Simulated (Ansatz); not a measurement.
Isolated molecules relaxed with PBE0-D4/def2-TZVP in Ansatz; ΔE leaves out vibrations. CBS: MP2 limit from def2 TZ/QZ plus the TZ coupled-cluster correction, frozen cores. This one scheme is used for every species. Functionals use def2-TZVPP. For Ge outer-core shells are correlated without core-valence functions, which leaves a few kJ/mol of doubt a bond. Scalar relativity is left out up to krypton. Each species was taken in one conformer, which may not be the lowest.

`B[Si](O)(O)F` + `[CH3][GeH]([NH2])[F]` → `B[NH][GeH]([CH3])[F]` + `O[SiH](O)F`  (cleavage of the B–Si bond)

| species | ωB97M-V energy (Eh) |
| --- | --- |
| `B[Si](O)(O)F` | -567.21165 |
| `[CH3][GeH]([NH2])[F]` | -2273.27682 |
| `B[NH][GeH]([CH3])[F]` | -2298.74799 |
| `O[SiH](O)F` | -541.80665 |

Work out ΔE.

ΔE = (-2298.74799) + (-541.80665) − (-567.21165) − (-2273.27682) = -0.06617 Eh = -41.5 kcal/mol. CCSD(T)/CBS gives -40.9 kcal/mol.

Largest T1 diagnostic among the species: 0.012.

In def2-TZVPP, CCSD(T) changes the Hartree–Fock value by −0.7 kcal/mol (the triples alone add −0.4 kcal/mol) and MP2 by −2.3 kcal/mol. Leaving LDA and LC-ωPBE aside and taking each functional with its dispersion term where it has one, the values, not all of them listed here, spread over 3.2 kcal/mol, from B2PLYP to revPBE-D4. LDA lies −3.2 kcal/mol from PBE without D4.
